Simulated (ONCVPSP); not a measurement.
## tungsten (W): ONCV pseudisation with revPBE, non-relativistic reference atom.

```json
{
  "Element": "tungsten",
  "Generator": "ONCVPSP 4.0.1",
  "Type": "optimised norm-conserving Vanderbilt (ONCV)",
  "Functional": "revPBE",
  "Relativity": "non-relativistic",
  "Frozen core": "[Kr] 4d10",
  "Valence charge": "28",
  "Reference configuration": "4f14 5s2 5p6 5d4 6s2",
  "Partial waves": "5s+6s: rc 1.70 bohr, ncon 3, nbas 6, qcut 6.8 1/bohr, 2 projectors; 5p: rc 2.10 bohr, ncon 4, nbas 7, qcut 5.6 1/bohr, 2 projectors, debl 2.1 Ha; 5d: rc 2.15 bohr, ncon 4, nbas 9, qcut 6.6 1/bohr, 2 projectors, debl 2.6 Ha; 4f: rc 0.80 bohr, ncon 4, nbas 8, qcut 25.2 1/bohr, 1 projector",
  "Local potential": "polynomial inside 0.65 bohr (lpopt 3, dvloc0 1 Ha)",
  "Core correction": "polynomial model core, fcfact 0.15"
}
```

(1) Estimate the cutoffs (Ha) at which the residual kinetic energy of the hardest occupied pseudo-wave falls to 1 and 0.1 mHa per electron.

(2) What does a ghost test show?

(3) Which valence shell sets the plane-wave cutoff?

(4) Tests: 4f14 5s2 5p6 5d4 6s1; 4f14 5s2 5p6 5d4 6s0; 4f14 5s2 5p6 5d3 6s0; 4f14 5s2 5p6 5d4 6s0 6p2. Which has the largest error in its energy relative to the reference configuration, and how large is it?

Results:

(1) 241 Ha and 265 Ha.

(2) Ghosts flagged at negative energy: s at -458.2 eV, p at -62.8 eV; GHOST(+) flagged for d at 251.2 eV. A true bound ghost makes a file unfit for plane-wave use.

(3) 4f: 241 Ha for 1 mHa per electron, against 17 Ha for 5s.

(4) 4f14 5s2 5p6 5d4 6s0, with -2.7 meV (all-electron minus pseudo) on +21.32 eV.
